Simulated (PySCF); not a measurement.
## Static response to an electric field

Compound: C6H7FP2S.
Numbering: `[CH3:1][S:2][c:3]1[p:4][c:5]([F:6])[p:7][cH:8][c:9]1[CH3:10]` (hydrogens: H11, H12, H13 on C1; H14 on C8; H15, H16, H17 on C10)

Cartesian coordinates in Å at the PBE0-D3(BJ)/def2-SVP level; atoms count from 1:
```
atom  x, y, z in Å
C1    -2.790    1.060   -0.557
S2    -1.803   -0.423   -0.323
C3    -0.173    0.176   -0.038
P4     0.074    1.916   -0.059
C5     1.778    2.068    0.257
F6     2.185    3.349    0.284
P7     3.039    0.907    0.542
C8     2.137   -0.572    0.425
C9     0.793   -0.839    0.182
C10    0.346   -2.276    0.150
H11   -2.457    1.639   -1.431
H12   -2.777    1.703    0.336
H13   -3.813    0.697   -0.728
H14    2.766   -1.457    0.577
H15   -0.101   -2.530   -0.825
H16    1.188   -2.956    0.332
H17   -0.427   -2.467    0.913
```

Level: wB97X-D/def2-SVPD (PySCF), static field, nuclei fixed, core orbitals frozen in the response. The polarisability tensor in these axes (au):

```
x   195.99   7.54  20.19
y     7.54 155.37  -1.14
z    20.19  -1.14  91.00
```

Q: Give the principal values, the mean and the anisotropy Δα = √{½[(α1 − α2)² + (α2 − α3)² + (α1 − α3)²]}.

A: Principal values 87.16, 154.32 and 200.88 au; mean 147.45 au = 21.85 Å³ = 24.31 × 10⁻⁴⁰ C²·m²/J; Δα = 99.02 au (67 % of the mean).

Q: What is the dipole moment, and where does it point?

A: (-2.16, -2.12, -0.32) D, 3.04 D in size, pointing from the negative to the positive side. Measured along this direction, the outermost atoms are F6 at the negative end and H13 at the positive end.

Q: In a dilute gas of rigid molecules at 298 K, how does the orientational term μ²/3kT compare with the electronic polarisability?

A: In Gaussian units μ²/3kT = 75.09 Å³ against 21.85 Å³, a ratio of 3.44; the Debye molar polarisation (4π/3)N_A(α + μ²/3kT) is 244.5 cm³/mol, leaving out the vibrational part.

Q: Give the principal axes and the span of the nuclei along them.

A: Largest value along (0.97, 0.16, 0.18), where the nuclei span 6.92 Å; middle along (-0.15, 0.99, -0.06), 6.08 Å; least along (-0.18, 0.04, 0.98), 1.80 Å. The response follows the extents in order.

Q: Find the Langevin capture rate constant for NO+ (29.998 u) meeting this molecule (191.973 u), k = 2.342 × 10⁻⁹ cm³/s × √(α in Å³ / reduced mass in u).

A: The reduced mass is 25.94 u, so k = 2.15 × 10⁻⁹ cm³/s. The formula leaves out the permanent dipole, which adds to the capture rate.

The structure is a single PBE0-D3(BJ)/def2-SVP conformer in the gas phase; no vibrational or solvent corrections.
